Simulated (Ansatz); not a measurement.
Mulliken charges of ClH2InOS, SMILES `[OH][In]([SH])[Cl]` from B3LYP/def2-TZVPP in Ansatz (PBE0-D4/def2-TZVP geometry).

| atom | x (Å) | y (Å) | z (Å) | charge (e) |
| --- | --- | --- | --- | --- |
| O1 | -1.439 | 0.775 | 0.352 | -0.495 |
| In2 | 0.262 | 0.070 | -0.348 | 0.864 |
| S3 | 1.441 | -1.621 | 0.783 | -0.317 |
| Cl4 | 1.025 | 0.996 | -2.331 | -0.364 |
| H5 | -1.805 | 1.460 | -0.214 | 0.185 |
| H6 | 0.516 | -1.679 | 1.758 | 0.127 |

Q: By hand: the dipole of these point charges (1 e Å = 4.8032 D).

A: Σ q r = (-0.160, -0.115, 0.309) e Å, of length 0.366 e Å = 1.76 D.

Q: How does the dipole of the full density compare? (Estimate.)

A: The calculation gave: (-0.126, -0.035, 0.170) e Å, 1.03 D; the point charges give 1.71 times that, at 13° from its direction.

Point charges leave out the atoms' own dipoles, such as those of lone pairs, and Mulliken's split depends on the basis, so the two needn't agree.

B3LYP here is the variant with VWN-RPA as its local correlation; programs differ in this.
